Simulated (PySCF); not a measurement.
**Computed properties of Si(F)(H)(SMe)2 (C2H7FS2Si), SMILES CS[SiH](F)SC**

Si(F)(H)(SMe)2 (C2H7FS2Si), SMILES CS[SiH](F)SC. Coordinates come from a B3LYP-D3(BJ)/def2-SVP optimisation. The values are those of a single conformer. All values are computed for the isolated molecule unless a solvent is named; none is compared with measurement here.

**Structure.** All 33 harmonic modes at B3LYP-D3(BJ)/def2-SVP (PySCF) are real, so it is a minimum. With heavy atoms numbered as in [SiH:1]([F:2])([S:3][CH3:4])[S:5][CH3:6], the shortest bond between them is Si1–F2 at 1.627 Å and the longest Si1–S3 at 2.131 Å.

**Vibrations.** The strongest infrared lines (harmonic, unscaled, degenerate partners summed) lie at 782 cm⁻¹ (217 km/mol, H 87 %, Si 10 %), 902 cm⁻¹ (187 km/mol, Si 44 %, F 42 %, H 13 %), 2226 cm⁻¹ (111 km/mol, H 97 %). The softest mode is at 49 cm⁻¹ and the zero-point energy is 56.7 kcal/mol.

**Electronic structure.** r2SCAN/def2-TZVP (PySCF) places the frontier levels at -6.25 and -0.90 eV, a gap of 5.35 eV, and gives a dipole moment of 3.19 D and a mean polarisability of 88.6 bohr³. PBE/def2-TZVP (PySCF) at the same geometry gives -5.98 and -1.19 eV, so its gap is 0.56 eV narrower. An orbital gap is neither the optical nor the fundamental gap.

**Excitations.** TDDFT-PBE0/def2-SVPD (PySCF) has S1 at 5.41 eV (229 nm, f = 0.003, weak); the most intense of the 10 singlets computed lies at 6.12 eV (f = 0.05). T1 (TDA) is at 5.06 eV. TDDFT-PBE/def2-SVPD (PySCF) puts S1 at 4.91 eV. No vertical singlet excitation falls in the visible range (under 3.1 eV).

**NMR.** GIAO shifts at PBE0/pcSseg-1 (PySCF) (non-relativistic, atoms alike by connectivity averaged): ¹³C at 17.2 ppm against TMS; ¹H from 2.3 to 6.2 ppm against TMS; ²⁹Si at 41.3 ppm against TMS; ¹⁹F at -164.0 ppm against CFCl3.
